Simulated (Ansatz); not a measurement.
Job for Ansatz (a program for electronic structure): R-CAM-B3LYP/def2-TZVPP on C3H8S (SMILES CCSC).

Ansatz 0.2 input:
```yaml
crystal:
  periodic: [false, false, false]
  atoms:
    - {symbol: C, position_ang: [-1.50360702, 0.27352922, -0.03989573]}
    - {symbol: C, position_ang: [-0.58514348, -0.93814336, -0.11657536]}
    - {symbol: S, position_ang: [0.78205106, -0.78701033, -1.30975587]}
    - {symbol: C, position_ang: [1.78913076, 0.48457301, -0.50099065]}
    - {symbol: H, position_ang: [-0.96808767, 1.15977531, 0.30280919]}
    - {symbol: H, position_ang: [-2.31973574, 0.08922390, 0.66351373]}
    - {symbol: H, position_ang: [-1.93348470, 0.49605356, -1.01695167]}
    - {symbol: H, position_ang: [-1.13795269, -1.81807569, -0.44961292]}
    - {symbol: H, position_ang: [-0.16327855, -1.17539801, 0.86275550]}
    - {symbol: H, position_ang: [1.27602809, 1.44438825, -0.45920632]}
    - {symbol: H, position_ang: [2.69124936, 0.59823701, -1.10038736]}
    - {symbol: H, position_ang: [2.07283058, 0.17284710, 0.50495243]}
basis:
  gaussian:
    orbitals: def2-TZVPP
hamiltonian:
  xc: {name: CAM-B3LYP}
scf: {lower_state_search: off}
```

The head of its log:

```
WARN ansatz: RAYON_NUM_THREADS=2 ignored (pool sized by the plan → 2); use --threads N
Functional definition: CAM-B3LYP
these checks for a lower state are left out or cut short: stability, starts, cluster_reference, orbital_swaps, neighbouring_geometries, increment
integrals: 0.21 GiB planned
1308 factors; their error is unknown
integrals: 0.25 GiB planned
330 factors; integrals over basis functions are off by at most 9.5e-6 eV
mean field: 1.81 GiB planned
mean field evaluation 1: about -14070.6139 eV, gradient 5.4e1 eV
mean field evaluation 2: about -14070.9672 eV, gradient 5.1e1 eV
```

### Question
Give the final energy of this run.

### Answer
-517.3207 hartree.
